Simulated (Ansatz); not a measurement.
Energy landscape of H₂B (cation, charge +1), singlet: symmetric bend, bond length relaxed. Scanned: H-B-H angle. Other coordinates (B-H bond length) were minimised at B3LYP/def2-TZVP.

The free coordinates were minimised at B3LYP/def2-TZVP in PySCF; the energy column is full CI/aug-cc-pVDZ, frozen core in Ansatz (a program for electronic structure), in kcal/mol.

| a / ° | B-H bond length / Å | E |
|---|---|---|
| 180 | 1.174 | 0.0 |
| 172.22 | 1.174 | 0.5 |
| 160.68 | 1.176 | 2.9 |
| 147.77 | 1.178 | 8.1 |
| 139.96 | 1.180 | 12.5 |
| 129.50 | 1.184 | 20.1 |
| 118.19 | 1.189 | 30.6 |
| 107.84 | 1.194 | 42.4 |
| 101.55 | 1.198 | 50.7 |
| 89.36 | 1.207 | 69.5 |
| 79.93 | 1.213 | 86.7 |
| 71.98 | 1.218 | 102.9 |

The scan ran from 180.0 to 60.0; beyond the range shown the relaxed coordinates jump or full CI changes its symmetry label.
